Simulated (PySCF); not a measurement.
# Electron correlation in Si⁺ (silicon, charge +1)

[Ne] 3s2 3p1, 2P determinant. Computed with PySCF 2.14 in aug-cc-pVDZ-DK (5s4p2d, 27 functions), with scalar relativity by spin-free X2C-1e. Frozen: [Ne]; 3 electrons correlated.

MP2 pair energies summed by pair of shells (mhartree):

| pair | energy | share (%) |
| --- | --- | --- |
| 3s-3s | -20.37 | 58.1 |
| 3s-3p | -14.68 | 41.9 |

Total MP2 correlation energy: -35.05 mhartree.

Same-spin part -2.26 and opposite-spin part -32.79 mhartree; SCS-MP2 scales them by 1/3 and 6/5 to -40.11 mhartree.

```tsv
level	correlation energy (mhartree)
CCSD	-53.44
(T)	-0.68
CCSD(T)	-54.12
```

Diagnostics: T1 = 0.013, D1 = 0.0299, largest double amplitude 0.107.

Cost of the coupled-cluster step: 0.24 s of wall time on 1 thread of Neoverse-N1 (shared host), for 3 correlated electrons.

Iterations:

```
CC2 = 0
CCSD nocc = (np.int64(2), np.int64(1)), nmo = (22, 22)
frozen orbitals [[0, 1, 2, 3, 4], [0, 1, 2, 3, 4]]
max_cycle = 100
direct = 0
conv_tol = 1e-08
conv_tol_normt = 1e-06
diis_space = 8
diis_start_cycle = 0
Init t2, MP2 energy = -0.0350539323662644
Init E_corr(UCCSD) = -0.0350539323670624
cycle = 1  E_corr(UCCSD) = -0.0464733540501005  dE = -0.0114194217  norm(t1,t2) = 0.0573416
cycle = 2  E_corr(UCCSD) = -0.0505338603047769  dE = -0.00406050625  norm(t1,t2) = 0.024692
cycle = 3  E_corr(UCCSD) = -0.0534441965163595  dE = -0.00291033621  norm(t1,t2) = 0.0116015
cycle = 4  E_corr(UCCSD) = -0.0534209507418338  dE = 2.32457745e-05  norm(t1,t2) = 0.00159951
cycle = 5  E_corr(UCCSD) = -0.0534494871944936  dE = -2.85364527e-05  norm(t1,t2) = 0.000198504
cycle = 6  E_corr(UCCSD) = -0.0534400070102695  dE = 9.48018422e-06  norm(t1,t2) = 3.83089e-05
cycle = 7  E_corr(UCCSD) = -0.0534442139913246  dE = -4.20698106e-06  norm(t1,t2) = 1.36888e-05
cycle = 8  E_corr(UCCSD) = -0.0534432097383567  dE = 1.00425297e-06  norm(t1,t2) = 3.75104e-06
cycle = 9  E_corr(UCCSD) = -0.0534432730688486  dE = -6.33304919e-08  norm(t1,t2) = 5.06882e-07
cycle = 10  E_corr(UCCSD) = -0.0534432911990593  dE = -1.81302107e-08  norm(t1,t2) = 9.50626e-08
cycle = 11  E_corr(UCCSD) = -0.0534432898901431  dE = 1.30891619e-09  norm(t1,t2) = 3.58217e-08
UCCSD converged
E(UCCSD) = -289.2256025470996  E_corr = -0.05344328989014307
UCCSD(T) correction = -0.000677595830374717
```
